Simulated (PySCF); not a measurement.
Sn(Me)(NH2) (CH5NSn), SMILES [CH3][Sn][NH2] (connectivity only; charge and spin as stated), neutral, multiplicity 1. Atoms are numbered in the order given.

```xyz
8

Sn    -0.1225    -0.0238     0.3947
C      0.6913     1.5657    -0.9440
H      0.2781     2.5535    -0.6843
H      0.4706     1.3507    -2.0019
H      1.7870     1.6164    -0.8190
N     -0.0661    -1.4353    -1.0825
H      0.2463    -1.2707    -2.0375
H     -0.3396    -2.4063    -0.9524
```
Charge 0, spin multiplicity 1.

Geometry optimised at B3LYP-D3(BJ)/def2-SVP. The def2 effective core potentials stand for the cores of Sn; spin–orbit coupling is left out. One conformer was computed; it need not be the lowest.

Computed with PBE0/def2-TZVPD (PySCF).

Isolated molecule, no solvent.

Task: Estimate the frontier levels, gap, dipole moment and polarisability. (Estimate from the structure and the level; the computed values follow.)

Result: 
The highest occupied level comes out as -6.25 eV. The lowest empty level is -1.78 eV and the orbital gap is 4.47 eV. The dipole moment is 0.37 D and the quadrupole, principal values (traceless, Buckingham form, about the centre of nuclear charge) comes out as -3.39, 0.59, 2.80 D·Å. The mean static polarisability comes out as 71.8 bohr³ (10.63 Å³) and the polarisability, principal values is 57.3, 74.4, 83.6 bohr³.
